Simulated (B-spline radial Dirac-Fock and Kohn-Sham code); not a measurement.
# Dipole and non-dipole photoemission parameters of Rh⁵⁺ 4p3/2

System: rhodium as Rh⁵⁺ in the configuration [Kr] 4d4; threshold 127.3 eV (orbital energy of the model). The computed values come from an atomic code on a B-spline grid: Dirac-Hartree-Slater photoionisation with a Latter tail; cross sections with all multipoles, angular parameters from the dipole term and its interference with E2.

The run's input, task.json:

```json
{"items": [{
  "Z": 45,
  "q": 5,
  "cfg": [[1, 0, 2], [2, 0, 2], [2, 1, 6], [3, 0, 2], [3, 1, 6], [3, 2, 10], [4, 0, 2], [4, 1, 6], [4, 2, 4]],
  "A": 103,
  "rrms": 4.4945,
  "do": "xps",
  "hv": [50.8, 51.3, 67.5, 94.8, 112.0, 133.0, 135.0, 150, 196.0, 200, 378.0, 549.0, 744.0, 767.0, 800, 1300.0, 2070.0, 2200.0, 2290.0, 2984.4, 3080.0, 3520.0, 3830.0, 5414.7, 5930.0, 6000, 9251.7, 11300.0, 12000]
}]}
```

Launch: `python xray2_run.py task.json out`

For linearly polarised light dσ/dΩ = σ/(4π) [1 + β P₂(cos θ) + (δ + γ cos²θ) sin θ cos φ], with θ from the polarisation vector and φ the angle between the beam and the projection of the electron momentum on the plane normal to the polarisation.

```
hν (eV)  σ (kb)       β       γ      δ
    150     341  -0.080  -0.085  0.031
    196     296   0.604   0.029  0.039
    200     293   0.645   0.040  0.038
    378     158   1.395   0.186  0.008
    549    96.1   1.578   0.090  0.001
    744    60.4   1.657   0.011  0.000
    767    57.4   1.662   0.005  0.000
    800    53.5   1.669  -0.003  0.000
   1300    22.4   1.700  -0.010  0.002
   2070       ?       ?       ?      ?
   2200    7.69   1.659   0.180  0.006
   2290    7.05   1.654   0.203  0.007
 2984.4    3.87   1.608   0.378  0.012
   3080    3.60   1.601   0.401  0.013
   3520    2.62   1.572   0.507  0.016
   3830    2.13   1.552   0.578  0.019
 5414.7   0.882   1.455   0.894  0.035
   5930   0.693   1.425   0.983  0.041
   6000   0.672   1.422   0.994  0.042
 9251.7   0.201   1.262   1.424  0.083
  11300   0.112   1.179   1.617  0.110
  12000  0.0938   1.152   1.674  0.119
```

Q: Give the values at 2070 eV.

A: σ = 8.77 kb, β = 1.667, γ = 0.148, δ = 0.006.
